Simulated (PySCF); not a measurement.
Species: C3H10SSi.
Numbering: `[SiH3:1][CH2:2][CH2:3][CH2:4][SH:5]` (hydrogens: H6, H7, H8 on Si1; H9, H10 on C2; H11, H12 on C3; H13, H14 on C4; H15 on S5)

Computed by this run: PBE0-D3(BJ)/def2-SVP geometry optimisation, gas phase (PySCF 2.14.0); density fitting, grid level 1; the optimiser is geomeTRIC in internal coordinates, started from a GFN2-xTB structure with every atom displaced at random (about 0.01 Å).

Step 0: E = -21967.9960 eV
```
atom  x, y, z in Å  |  force x, y, z in eV/Å
Si1    -2.2163    0.6922    0.7063    0.288   0.767  -0.879
C2     -0.6938    0.4504   -0.3756    0.148   0.144   0.744
C3      0.4355   -0.2056    0.3831    1.327   0.405  -0.243
C4      1.7075   -0.3885   -0.5023   -1.380  -0.446   1.115
S5      3.0495   -1.2289    0.3567    0.202  -0.336  -0.245
H6     -1.8887    1.5697    1.8411    0.109   0.204   0.416
H7     -2.7044   -0.5818    1.1823   -0.356  -0.852   0.358
H8     -3.2523    1.3751   -0.1106   -0.273   0.031  -0.023
H9     -0.3450    1.4189   -0.7493   -0.119   0.289  -0.194
H10    -0.9406   -0.1652   -1.2287   -0.336  -0.320  -0.707
H11     0.7200    0.4124    1.2600   -0.064  -0.112  -0.090
H12     0.1450   -1.1757    0.7780   -0.114  -0.500   0.177
H13     2.0155    0.5726   -0.8866    0.327   0.574  -0.377
H14     1.4268   -1.0390   -1.3343    0.153  -0.103  -0.348
H15     3.2151   -0.2948    1.2980    0.089   0.255   0.295
```

Step 1: E = -21968.1121 eV
```
atom  x, y, z in Å  |  force x, y, z in eV/Å
Si1    -2.2414    0.7260    0.6709   -0.049  -0.162   0.160
C2     -0.6820    0.4534   -0.3519   -0.002  -0.030  -0.186
C3      0.4729   -0.2052    0.4012   -0.093  -0.142   0.045
C4      1.6935   -0.4034   -0.4828    0.104   0.190  -0.053
S5      3.0962   -1.2353    0.3235   -0.045   0.069   0.090
H6     -1.9284    1.5771    1.8611   -0.011   0.019   0.001
H7     -2.7729   -0.5875    1.1663    0.041   0.062  -0.017
H8     -3.3236    1.3856   -0.1205    0.043   0.036  -0.057
H9     -0.3632    1.4340   -0.7493   -0.012  -0.009  -0.016
H10    -0.9542   -0.1572   -1.2360    0.015   0.078   0.093
H11     0.7520    0.4101    1.2738    0.015   0.012   0.014
H12     0.1651   -1.1863    0.8094    0.029   0.096  -0.035
H13     2.0282    0.5638   -0.9056   -0.036  -0.161   0.051
H14     1.4457   -1.0525   -1.3382    0.008   0.005   0.000
H15     3.2858   -0.3110    1.2963   -0.006  -0.063  -0.090
```

Q: Estimate the geometry and energy of step 2. (The exact step hangs on the optimiser's Hessian estimate; all steps are aligned on step 1, rigid shifts and turns removed.)

A: E = -21968.1163 eV, largest force 0.064 eV/Å
```
atom  x, y, z in Å  |  force x, y, z in eV/Å
Si1    -2.2371    0.7189    0.6803   -0.027  -0.038   0.044
C2     -0.6853    0.4559   -0.3585    0.020   0.011  -0.045
C3      0.4698   -0.2023    0.3939   -0.023  -0.016  -0.003
C4      1.6959   -0.4016   -0.4833    0.014   0.023  -0.005
S5      3.0836   -1.2397    0.3387   -0.012  -0.011   0.016
H6     -1.9251    1.5741    1.8685   -0.005   0.003  -0.006
H7     -2.7631   -0.5928    1.1743    0.015   0.009  -0.001
H8     -3.3104    1.3828   -0.1211    0.013   0.016  -0.014
H9     -0.3719    1.4376   -0.7571   -0.009  -0.002   0.003
H10    -0.9621   -0.1509   -1.2394   -0.009   0.003   0.014
H11     0.7482    0.4132    1.2676    0.002   0.003   0.002
H12     0.1615   -1.1802    0.8011    0.010   0.004  -0.002
H13     2.0386    0.5572   -0.9060   -0.003  -0.013   0.012
H14     1.4525   -1.0523   -1.3386    0.001   0.000  -0.006
H15     3.2785   -0.3081    1.2975    0.012   0.007  -0.007
```

The energy changes by -0.0042 eV. The first-order estimate −F·Δx gives -0.0071 eV and the mean of the old and new forces, exact on a quadratic surface, -0.0044 eV. The step makes an angle of 71° with the force vector and moves no atom by more than 0.020 Å.

The cost below is that of the whole optimisation. On one thread, Arm Neoverse V1 (aarch64), no GPU (shared host), this took 46 s and 0.49 GiB of memory at its peak.
